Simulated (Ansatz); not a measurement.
Program: Ansatz. Geometries: PBE0-D4/def2-TZVP. ΔE: electronic, gas phase. CBS: MP2 limit from def2 TZ/QZ plus the TZ coupled-cluster correction, frozen cores. This one scheme is used for every species, atoms too. DFT in def2-TZVPP. B3LYP here is the variant with VWN-RPA as its local correlation; programs differ in this. No spin–orbit coupling; open shells (•) take unrestricted orbitals. Spin–orbit coupling would lower the free atoms: a little for B, C, F, O, Si. Each species was taken in one conformer, which may not be the lowest.

Reaction (atomization): `OBC(F)[SiH3]` → B• + C• + F• + 6 H• + O• + Si•

`OBC(F)[SiH3]`:

```xyz
11

O    -0.193   -1.982    0.434
B     0.531   -0.908    0.828
C    -0.125    0.502    0.661
F     0.644    1.509    1.263
Si   -0.365    0.962   -1.173
H     0.271   -2.816    0.537
H     1.644   -1.028    1.260
H    -1.122    0.519    1.121
H    -1.357    0.034   -1.772
H    -0.855    2.361   -1.260
H     0.926    0.846   -1.900
```

| level | ΔE (kcal/mol) | difference from CCSD(T)/CBS |
| --- | --- | --- |
| PBE-D4 | 966.4 | 15.0 |
| r2SCAN-D4 | 956.0 | 4.6 |
| PBE0-D4 | 949.6 | -1.8 |
| B3LYP-D4 | 952.7 | 1.3 |
| ωB97X-V | 956.2 | 4.8 |
| ωB97M-V | 956.4 | 5.0 |
| B2PLYP | 942.9 | -8.5 |
| PBE | 961.7 | 10.3 |
| r2SCAN | 954.8 | 3.4 |
| PBE0 | 945.6 | -5.8 |
| B3LYP | 945.1 | -6.3 |
| HF/def2-TZVPP | 707.5 | -243.9 |
| MP2/def2-TZVPP | 943.8 | -7.6 |
| SCS-MP2/def2-TZVPP | 939.3 | -12.1 |
| CCSD/def2-TZVPP | 915.2 | -36.2 |
| CCSD(T)/def2-TZVPP | 927.7 | -23.7 |
| HF/def2-QZVPP | 708.8 | -242.6 |
| MP2/def2-QZVPP | 957.9 | 6.5 |
| SCS-MP2/def2-QZVPP | 954.9 | 3.5 |
| HF/CBS(def2) | 709.0 | -242.4 |
| MP2/CBS(def2) | 967.6 | 16.2 |
| CCSD/CBS(def2) | 939.0 | -12.4 |
| CCSD(T)/CBS | 951.4 | 0 |

Largest T1 diagnostic among the species: 0.014.

The D4 term adds +7.6 kcal/mol with B3LYP and +4.0 kcal/mol with PBE0; it sums over pairs of atoms, weighted by their polarisabilities, and B3LYP, whose exchange is more repulsive, gets the larger term. In def2-TZVPP, CCSD(T) changes the Hartree–Fock value by +220.2 kcal/mol (the triples alone add +12.4 kcal/mol) and MP2 by +236.3 kcal/mol; breaking electron pairs costs correlation energy, which Hartree–Fock lacks.

For atomizations the MP2-based limit and the directly extrapolated one differ by several kJ/mol either way, and by 10 to 25 for some Ge, Se and Sn compounds, so smaller differences from it don't rank the levels.
